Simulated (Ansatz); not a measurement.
Cost and result for the atomization energy of `C#CCOC(=O)OC` (14 atoms, 13 bonds).

```xyz
14

C     2.9374    0.4225   -1.4910
C     2.3029   -0.2697   -0.7459
C     1.5458   -1.1202    0.1562
O     0.1554   -1.1461   -0.1660
C    -0.5577   -0.1374    0.3424
O    -0.1465    0.7190    1.0748
O    -1.8022   -0.2617   -0.0972
C    -2.6979    0.7408    0.3733
H     3.4973    1.0438   -2.1495
H     1.6793   -0.7860    1.1874
H     1.8769   -2.1557    0.0671
H    -2.7686    0.7127    1.4613
H    -3.6601    0.5072   -0.0760
H    -2.3622    1.7308    0.0632
```

Charge 0, multiplicity 1. The geometry is a stationary point of PBE0-D4/def2-TZVP. It is one conformer, not always the lowest. Program: Ansatz. All runs use 2 threads of an AMD EPYC 7R13 on a shared host and a share of an NVIDIA H100 80 GB. Times are those of one run each, without the atoms' runs, and a repeat can differ threefold. Electronic energies, without spin–orbit coupling; frozen cores. CCSD(T)/CBS adds CCSD(T) − MP2 in def2-TZVPP to the MP2 limit, and its time is that of the two runs behind it. T1 = 0.014. B3LYP takes the VWN-RPA correlation (the form of Gaussian; ORCA's B3LYP/G).

CCSD(T)/CBS is a level of theory with its own doubt, some kJ/mol a heavy atom from the limit and from the frozen cores, so smaller differences don't rank the functionals.

| level | functions | wall time | atomization (kJ/mol) | difference from CCSD(T)/CBS | per bond |
| --- | --- | --- | --- | --- | --- |
| r2SCAN-D4/def2-TZVPP (with forces) | 332 | 2.5 s | 6190.7 | 44.7 | 3.4 |
| B3LYP-D4/def2-TZVPP (with forces) | 332 | 2.7 s | 6149.6 | 3.6 | 0.3 |
| PBE0-D4/def2-TZVPP | 332 | 3.3 s | 6206.5 | 60.5 | 4.7 |
| PBE-D4/def2-TZVPP (with forces) | 332 | 3.5 s | 6401.6 | 255.6 | 19.7 |
| ωB97X-V/def2-TZVPP | 332 | 3.8 s | 6161.8 | 15.8 | 1.2 |
| B2PLYP/def2-TZVPP | 332 | 5.5 s | 6104.5 | -41.5 | -3.2 |
| MP2/def2-QZVPP | 636 | 6 s | 6278.4 | 132.4 | 10.2 |
| ωB97M-V/def2-TZVPP (with forces) | 332 | 6.5 s | 6178.1 | 32.1 | 2.5 |
| CCSD(T)/def2-TZVPP | 332 | 20 s | 5980.4 | -165.6 | -12.7 |
| CCSD(T)/CBS(def2) | – | 26 s | 6146.0 | 0.0 | 0.0 |

In def2-TZVPP, CCSD(T) changes the Hartree–Fock value by +1700.3 kJ/mol (the triples alone add +127.5 kJ/mol) and MP2 by +1900.9 kJ/mol; breaking electron pairs costs correlation energy, which Hartree–Fock lacks. From PBE to PBE0 (25 % exact exchange), in def2-TZVPP and without D4, the atomization energy moves by −190.8 kJ/mol: exact exchange takes away binding that semilocal exchange gives to molecules. The D4 term adds +43.7 kJ/mol with B3LYP and +23.4 kJ/mol with PBE0; it sums over pairs of atoms, weighted by their polarisabilities, and B3LYP, whose exchange is more repulsive, gets the larger term.
